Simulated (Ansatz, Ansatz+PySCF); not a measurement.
```xyz
2

B     0.0000    0.0000    0.0000
N     0.0000    0.0000    1.4400
```

Basis set: def2-SVP (spherical functions). Left uncorrelated: 2 orbitals. Charge 0, multiplicity 1.

Computed with Ansatz (development build ahead of 0.2.0); each method stands on the lowest determinant of its kind that the runs found. Restricted open shells among the atoms or ions are ROHF, correlated in semicanonical orbitals with singles.

Give the atomization energy at this shape (free ground-state atoms in the same class of orbitals less the molecule, no zero-point energy) of singlet BN by UHF-MP2, RHF-MP2, RHF, UHF.

| method | atomization energy |
| --- | --- |
| UHF-MP2 | 3.21 eV |
| RHF-MP2 | 1.06 eV |
| RHF | -0.53 eV |
| UHF | 2.04 eV |

Caution for UHF-MP2, RHF-MP2: bonds are stretched, where a single reference can fail. Caution for UHF-MP2, UHF: the unrestricted determinant is a mixture of spin states. Caution for RHF-MP2, RHF: an unrestricted determinant lies well below. Caution for RHF-MP2: other determinants can give a lower correlated total.
